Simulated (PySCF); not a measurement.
Isomers of C6H13GeN, from PBE0-D3(BJ)/def2-SVP geometry optimisation, gas phase (PySCF 2.14.0). One conformer each, no zero-point energy, no frequencies.

Question: Which isomer lies lower at this level?
A. `[CH3:1][C:2]([CH3:3])([CH3:4])[C:5]#[C:6][GeH2:7][NH2:8]` with C6–Ge7–N8–H -177° and -53°: A = 3189, B = 498.7, C = 479.8 MHz, dipole 1.16 D
B. `[CH3:1][CH2:2][C@@H:3]1[CH:4]=[CH:5][CH2:6][Ge@H:7]1[NH2:8]` with C1–C2–C3–C4 -174°, C6–Ge7–N8–H -176° and 58°: A = 1863, B = 1350, C = 897.7 MHz, dipole 1.16 D

Answer: B. That is `CC[C@@H]1C=C[CH2][Ge@H]1[NH2]`, 32.4 kcal/mol below the other.

```json
{"SMILES": "CC[C@@H]1C=C[CH2][Ge@H]1[NH2]", "mapped SMILES": "[CH3:1][CH2:2][C@@H:3]1[CH:4]=[CH:5][CH2:6][Ge@H:7]1[NH2:8]", "E (Eh)": "-2367.15368", "relative (kcal/mol)": "0.0", "relative (kJ/mol)": "0.0", "dipole (D)": "1.16"}
{"SMILES": "CC(C)(C)C#[C][GeH2][NH2]", "mapped SMILES": "[CH3:1][C:2]([CH3:3])([CH3:4])[C:5]#[C:6][GeH2:7][NH2:8]", "E (Eh)": "-2367.10198", "relative (kcal/mol)": "32.4", "relative (kJ/mol)": "135.7", "dipole (D)": "1.16"}
```

As drawn, the lower has a C=C bond outside aromatic rings, which the higher lacks; the higher has a C≡C bond and a quaternary carbon, which the lower lacks.
